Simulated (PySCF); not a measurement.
Bonds (- single, = double, # triple, : aromatic): C1-C2 1.486 Å, C2=C3 1.343 Å, C3-F4 1.355 Å, C3-Si5 1.906 Å, Si5-Si6 2.346 Å, Si6-C7 1.868 Å, C7#N8 1.147 Å, Si6-C2 1.908 Å. C1 carries H9, H10, H11; Si5 carries H12, H13; Si6 carries H14. Stereochemistry as in CC1=C(F)[SiH2][Si@H]1C#N. H13 is cis to C7 on the ring; H12 is trans to C7 on the ring.

- PBE0/pcSseg-1 with gauge-including orbitals
- GFN2-xTB structure
- program: PySCF 2.14
- rapidly exchanging positions averaged, isolated molecule, non-relativistic, one computed conformer

Shifts are taken against calculated references (same method and geometry level): ¹³C and ¹H and ²⁹Si vs TMS; ¹⁹F against CFCl3; NH3 for ¹⁵N.

```json
{"atoms": "C1", "nucleus": "¹³C", "count": "1", "Hirshfeld charge": "-0.12", "δ (ppm)": "16.7"}
{"atoms": "C3", "nucleus": "¹³C", "count": "1", "Hirshfeld charge": "-0.01", "δ (ppm)": "?"}
{"atoms": "F4", "nucleus": "¹⁹F", "count": "1", "Hirshfeld charge": "-0.09", "δ (ppm)": "?"}
{"atoms": "H14", "nucleus": "¹H", "count": "1", "Hirshfeld charge": "-0.06", "δ (ppm)": "4.81"}
{"atoms": "H12", "nucleus": "¹H", "count": "1", "Hirshfeld charge": "-0.07", "δ (ppm)": "4.91"}
{"atoms": "H13", "nucleus": "¹H", "count": "1", "Hirshfeld charge": "-0.06", "δ (ppm)": "?"}
{"atoms": "H9/H10/H11", "nucleus": "¹H", "count": "3", "Hirshfeld charge": "0.05", "δ (ppm)": "2.17"}
{"atoms": "Si6", "nucleus": "²⁹Si", "count": "1", "Hirshfeld charge": "0.30", "δ (ppm)": "-80.9"}
{"atoms": "N8", "nucleus": "¹⁵N", "count": "1", "Hirshfeld charge": "-0.20", "δ (ppm)": "367.3"}
{"atoms": "C7", "nucleus": "¹³C", "count": "1", "Hirshfeld charge": "-0.04", "δ (ppm)": "123.9"}
{"atoms": "C2", "nucleus": "¹³C", "count": "1", "Hirshfeld charge": "-0.09", "δ (ppm)": "153.3"}
{"atoms": "Si5", "nucleus": "²⁹Si", "count": "1", "Hirshfeld charge": "0.27", "δ (ppm)": "?"}
```

Task: Complete the table.

Result: 
- C3: 179.4 ppm, fully substituted alkene carbon
- H13: 5.03 ppm, hydrogen on a silicon bonded to C, Si, in a 4-membered ring
- F4: -48.7 ppm, vinylic fluorine
- Si5: -51.1 ppm, silicon bonded to C, Si, 2 H, in a 4-membered ring

Shifts are as computed. Against solution values, carbons near 30 ppm lie about +3 ppm off and those near 130 ppm about +5 ppm. Of 1309 compounds with measured shifts, 239 miss one by over three times the rms of a fit or turn the order of signals round; such compounds aren't used in these exercises. Unscaled 19F shifts against computed CFCl3 carry errors that often reach 10 to 50 ppm. Experimental scales use liquid or dissolved standards, which lie at an offset from isolated NH3 (liquid NH3: subtract about 20 ppm). Unscaled 15N shifts of sp2 nitrogen come out 20 to 40 ppm too high even then.
